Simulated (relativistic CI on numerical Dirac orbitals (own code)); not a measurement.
# Spin-allowed bands of a d2 ion in an octahedral site, by hand

Problem. Take Δ = 23400 cm⁻¹ and B = 960 cm⁻¹ for a d2 ion in an octahedral site. Calculate the three spin-allowed bands.

Working.
1. The terms of highest spin are 3F (energy 0) and 3P (15B = 14400 cm⁻¹). Here the F term splits into A2 at +1.2Δ = 28080, T2 at +0.2Δ = 4680 and T1 at −0.6Δ = -14040 cm⁻¹.
2. The two T1 states mix through the element 0.4Δ: H = [[-14040, 9360], [9360, 14400]], with roots ½(H₁₁ + H₂₂) ∓ ½√[(H₂₂ − H₁₁)² + 4H₁₂²] = ½(360) ∓ ½(34048) = -16844 and 17204 cm⁻¹.
3. The ground term is 3T1 at -16844 cm⁻¹.
4. Bands: 3T2 21524 cm⁻¹ (465 nm), 3T1(P) 34048 cm⁻¹ (294 nm), 3A2 44924 cm⁻¹ (223 nm).

Check. Exact diagonalisation of the whole d2 shell with these parameters gives 3T2 21524, 3T1 34048, 3A2 44924 cm⁻¹. The match is exact, since without spin-orbit coupling no other term has this spin. The ratio of the second band to the first, 1.582, depends on Δ/B = 24.4 alone, which is how a Tanabe-Sugano diagram is read.
